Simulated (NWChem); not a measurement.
Molecule: SiH2SeCl2; SMILES [SeH][SiH](Cl)Cl

```xyz
6

Si    -0.0013     0.5397     0.5364
Cl    -1.7789     1.3023    -0.1860
Cl     1.5919     1.6275    -0.2146
Se     0.0531    -1.6534    -0.0957
H      0.0261     0.7250     1.9999
H      1.3673    -1.8714     0.5553
```
Atoms are numbered in this order, from 1.

Results from NWChem. Pople sets run with spherical d functions. Structure relaxed at the B3LYP/6-31G* (spherical d) level. Level PBE/6-31G*: energy and gradient on several grids; changes count from the extra-fine grid, which is no exact limit either.

```csv
grid,size of the energy change (μHa),largest change of a gradient component (μHa/bohr)
xcoarse,2000,600
coarse,80,1000
medium,20,300
fine,< 10,40
xfine,< 10,< 30
```
